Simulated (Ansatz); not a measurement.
ZnSb, multiplicity 4 (lowest of 2S+1 = 2, 4 at CCSD(T)/def2-TZVPP on PBE0 minima; our sources give no spin for the ground state, which may be another), most abundant isotopes (63.9291 and 120.9038 u). Constants from fifth-degree fits in 1/R to seven points on the lowest solution found; no spin–orbit coupling, no relativity up to Kr; ω_e x_e and α_e move by some per cent with the fit.

Correlated levels freeze the inner cores; with def2 sets outer-core shells near the valence are correlated too.

Run with Ansatz (a program for electronic structure) with Gaussian orbitals. Values without a source in brackets are computed. In def2 rows elements past Kr take small-core potentials, without spin–orbit coupling.

| level | r_e (Å) | ω_e (cm⁻¹) | ω_e x_e (cm⁻¹) | α_e (cm⁻¹) |
|---|---|---|---|---|
| PBE/def2-TZVPP | 2.8144 | 118.7 | 1.13 | 0.000468 |
| CCSD(T)/def2-TZVPP | 2.9147 | 77.3 | 3.16 | 0.00113 |

Derive the rotational constants, the centrifugal constant, the fundamental, the zero-point energy and the force constant.


μ = 41.81763 u.
- PBE/def2-TZVPP: B_e = 16.8576/(μ r_e²) = 0.050894 cm⁻¹; B₀ = B_e − α_e/2 = 0.050660 cm⁻¹; D = 4B_e³/ω_e² = 3.74e-08 cm⁻¹; fundamental ω_e − 2ω_e x_e = 116 cm⁻¹; zero-point energy ω_e/2 − ω_e x_e/4 = 59 cm⁻¹; k = μ(2πcω_e)² = 34.7 N/m
- CCSD(T)/def2-TZVPP: B_e = 16.8576/(μ r_e²) = 0.047452 cm⁻¹; B₀ = B_e − α_e/2 = 0.046889 cm⁻¹; D = 4B_e³/ω_e² = 7.16e-08 cm⁻¹; fundamental ω_e − 2ω_e x_e = 71 cm⁻¹; zero-point energy ω_e/2 − ω_e x_e/4 = 38 cm⁻¹; k = μ(2πcω_e)² = 14.7 N/m
